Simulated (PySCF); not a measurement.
water (H2O), singlet, at a GFN2-xTB geometry, atoms displaced at random by about 0.02 Å a coordinate. Base run: PBE0/cc-pVDZ in PySCF.

Input for PySCF:
```python
from pyscf import gto, scf, dft
from pyscf.geomopt import geometric_solver

mol = gto.Mole()
mol.atom = '''
    O     0.018863   -0.001951    0.085867
    H    -0.066020    0.756361   -0.466917
    H    -0.002376   -0.768169   -0.428641
'''
mol.basis = 'cc-pvdz'
mol.charge = 0
mol.spin = 0
mol.verbose = 3
mol.build()

def method(m):
    mf = dft.RKS(m)
    mf.xc = 'pbe0'
    return mf

conv, mol_eq = geometric_solver.kernel(method(mol), maxsteps=100)
print('optimisation converged:', conv)
print(mol_eq.tostring(format='xyz'))
mf = method(mol_eq)
mf.kernel()
```

Each row names what was changed in the base input (with any setting that the change needs).

| change | ΔE vs base (kJ/mol) | optimiser steps |
|---|---|---|
| base | 0.00 | 5 |
| convergence_set = NWCHEM_LOOSE | 0.00 | 5 |
| coordsys = hdlc | 0.00 | 4 |
| coordsys = cart | 0.00 | 8 |
| coordsys = prim | 0.00 | 5 |
| convergence_set = GAU_VERYTIGHT | 0.00 | 11 |
| trust = 0.5 | 0.00 | 5 |
